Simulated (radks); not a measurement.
Results of a calculation; reference values are marked as such.
Question: Coherent X-ray form factor from a spherical all-electron density. Code: a radial shooting solver on a logarithmic mesh with Libxc functionals. Model: non-relativistic Kohn-Sham, XLYP, spin-polarised, spherical densities, point nucleus.

sin(theta)/lambda (1/angstrom),f0 (electrons)
0.05,64.378
0.1,62.608
0.15,59.952
0.2,56.749
0.25,53.322
0.3,49.921
0.4,43.728
0.5,38.537
0.6,34.171
0.8,27.194
1,22.165
1.25,18.145
1.5,15.671
2,12.139

The species is in the configuration that NIST lists as its ground one. Which atom or ion scatters so?

Answer: The erbium ion Er3+, [Xe] 4f11. Extrapolating in s^2 from the first two rows gives f0(0) = 65.0, near the electron count 65; among species with that count, the fall with angle is slower the higher Z, and the table is that of Z = 68; from so few rows the species is fixed only to a neighbour or two.
